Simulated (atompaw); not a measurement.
**An all-electron radial function and its pseudo partner (potassium (K))**

Columns: radius, all-electron u(r) and pseudo u(r) of the 3d shell (level -0.44 eV) of potassium in the configuration [Ne] 3s2 3p6 3d0 4s0 4p1; PBEsol, scalar-relativistic, PAW (atompaw) scheme, atompaw 4.2.0.5.

```tsv
r (bohr)	all-electron	pseudo
0.115	0.0063	0.0001
0.231	0.0293	0.0010
0.346	0.0610	0.0034
0.462	0.0948	0.0080
0.577	0.1261	0.0151
0.692	0.1536	0.0250
0.808	0.1772	0.0379
0.923	0.1963	0.0536
1.038	0.2116	0.0717
1.154	0.2236	0.0920
1.269	0.2329	0.1134
1.385	0.2401	0.1356
1.500	0.2455	0.1573
1.615	0.2497	0.1780
1.731	0.2529	0.1972
1.846	0.2553	0.2139
1.962	0.2572	0.2282
2.077	0.2587	0.2396
2.192	0.2598	0.2483
2.308	0.2608	0.2546
2.423	0.2617	0.2588
2.538	0.2626	0.2614
2.654	0.2635	0.2632
2.769	0.2645	0.2644
2.885	0.2655	0.2655
3.000	0.2667	0.2667
```

**Question.** How many radial nodes do the two functions have?

**Answer.** The all-electron 3d function has n − l − 1 = 0; the pseudo-wave has 0.

**Question.** Is the pseudo-wave norm-conserving?

**Answer.** No, it belongs to a PAW set: the norm inside the radius is not constrained, and the difference is carried by the augmentation charge.
